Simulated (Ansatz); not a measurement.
C₂H₈SSi (`C[SiH2]CS`), relaxed with RKS PBE0-D4/def2-TZVP in the Gaussian-basis code of Ansatz from a PBE-D4/def2-SVP geometry. The force threshold is 0.005 eV/Å; the program also tests the step.

The species carries charge 0 and has multiplicity 1.

Start:

```xyz
12

C     0.929   -0.103    1.450
Si    0.180    0.857    0.010
C    -1.221   -0.143   -0.802
S    -0.627   -1.762   -1.447
H     1.232   -1.112    1.105
H     1.817    0.415    1.863
H     0.188   -0.225    2.268
H     1.220    1.117   -1.052
H    -0.356    2.191    0.471
H    -1.981   -0.404   -0.036
H    -1.748    0.427   -1.596
H     0.366   -1.258   -2.235
```

| step | energy (eV) | largest force (eV/Å) | largest move (Å) |
| --- | --- | --- | --- |
| 1 | -20909.5824 | 0.728 | 0.000 |
| 2 | -20909.6283 | 0.274 | 0.031 |
| 3 | -20909.6346 | 0.065 | 0.019 |
| 4 | -20909.6351 | 0.019 | 0.015 |
| 5 | -20909.6352 | 0.019 | 0.023 |
| 6 | -20909.6353 | 0.012 | 0.011 |
| 7 | -20909.6354 | 0.001 | 0.006 |

End:

```xyz
12

C     0.919   -0.103    1.437
Si    0.181    0.829   -0.001
C    -1.223   -0.141   -0.792
S    -0.649   -1.716   -1.484
H     1.257   -1.091    1.117
H     1.772    0.437    1.853
H     0.181   -0.235    2.232
H     1.208    1.066   -1.056
H    -0.335    2.155    0.445
H    -1.955   -0.413   -0.026
H    -1.752    0.440   -1.551
H     0.395   -1.228   -2.174
```

Hardware: 4 threads of an Arm Neoverse V2 on a shared host. Wall time 19 s, peak host memory 0.46 GiB.
